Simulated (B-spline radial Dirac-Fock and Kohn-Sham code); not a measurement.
Calculated with an atomic code on a B-spline grid, using multi-electron Dirac-Fock with separately optimised hole states, Breit and Lamb-shift corrections added in first order. The model has no electron correlation.

**Question.** An atom or ion in its tabulated ground configuration has these computed binding energies (the last is its least bound level). Which is it?

| level | binding energy (eV) |
| --- | --- |
| K | 55757.9 |
| L1 | 13148.7 |
| L2,3 | 12401.8 |

**Answer.** Gd⁵⁷⁺: Z = 64 with 7 electrons, [He] 2s2 2p3. The hydrogen-like estimate √(E/Ry) = 64.0 for the K level lies 0.0 above Z (screening lowers it, relativity raises it); the outermost level, at 12401.8 eV, fixes the charge.

**Question.** Identify the element and charge state from the binding energies below (tabulated ground configuration; the least bound level is included).

```
level  binding energy (eV)
   1s              38658.5
   2s               7175.9
2p1/2               6813.7
   3s               2359.7
3p1/2               2209.3
3p3/2               2128.6
   3d               1875.6
```

**Answer.** Ba³⁰⁺: Z = 56 with 26 electrons, [Ar] 3d8. The hydrogen-like estimate √(E/Ry) = 53.3 for the K level lies 2.7 below Z (screening lowers it, relativity raises it); the outermost level, at 1875.6 eV, fixes the charge.

**Question.** Identify the element and charge state from the binding energies below (tabulated ground configuration; the least bound level is included).

```
level  binding energy (eV)
   L1               6613.0
   M1               1698.1
   M2               1538.6
   M5               1163.8
   N1                582.4
   N2                518.7
 N4,5                397.2
```

**Answer.** La¹⁵⁺: Z = 57 with 42 electrons, [Kr] 4d6.

**Question.** An atom or ion in its tabulated ground configuration has these computed binding energies (the last is its least bound level). Which is it?

| level | binding energy (eV) |
| --- | --- |
| K | 70286.2 |
| M2 | 3347.5 |
| M4 | 2640.9 |
| N1 | 1312.0 |
| N2 | 1205.8 |
| N5 | 936.9 |
| N6,7 | 728.3 |

**Answer.** W²⁴⁺: Z = 74 with 50 electrons, [Kr] 4d10 4f4. The hydrogen-like estimate √(E/Ry) = 71.9 for the K level lies 2.1 below Z (screening lowers it, relativity raises it); the outermost level, at 728.3 eV, fixes the charge.
